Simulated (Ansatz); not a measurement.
H6O2SSi2 (`O[SiH](O)S[SiH3]`), relaxed with RKS PBE0-D4/def2-TZVP in Ansatz from a PBE-D4/def2-SVP geometry. The force threshold is 0.005 eV/Å; the program also tests the step.

Total charge 0; spin multiplicity 1.

Start:

```xyz
11

O    -1.528   -1.336    1.771
Si   -0.229   -0.569    1.052
O    -0.274    1.106    1.151
S    -0.366   -1.201   -1.001
Si    0.763    0.439   -1.863
H    -1.457   -1.433    2.737
H     1.064   -0.922    1.715
H    -1.054    1.513    0.730
H     2.038    0.687   -1.108
H     1.080    0.003   -3.264
H    -0.036    1.712   -1.921
```

| step | energy (eV) | largest force (eV/Å) | largest move (Å) |
| --- | --- | --- | --- |
| 1 | -30774.7216 | 1.015 | 0.000 |
| 2 | -30774.7847 | 0.637 | 0.048 |
| 3 | -30774.8003 | 0.111 | 0.029 |
| 4 (rejected) | -30774.7972 | 0.274 | 0.111 |
| 5 | -30774.8060 | 0.061 | 0.054 |
| 6 | -30774.8072 | 0.033 | 0.043 |
| 7 | -30774.8079 | 0.049 | 0.045 |
| 8 | -30774.8081 | 0.069 | 0.058 |
| 9 | -30774.8086 | 0.032 | 0.016 |
| 10 | -30774.8087 | 0.016 | 0.016 |
| 11 | -30774.8087 | 0.009 | 0.010 |
| 12 | -30774.8088 | 0.001 | 0.004 |

End:

```xyz
11

O    -1.414   -1.386    1.771
Si   -0.257   -0.517    1.009
O    -0.400    1.102    1.211
S    -0.501   -1.085   -1.023
Si    0.786    0.407   -1.861
H    -1.372   -1.435    2.728
H     1.092   -0.815    1.530
H    -1.188    1.523    0.859
H     2.013    0.561   -1.039
H     1.141   -0.073   -3.219
H     0.100    1.718   -1.966
```

It took 28 s on 4 threads of a server CPU on a shared host, with 0.65 GiB of host memory at the peak.
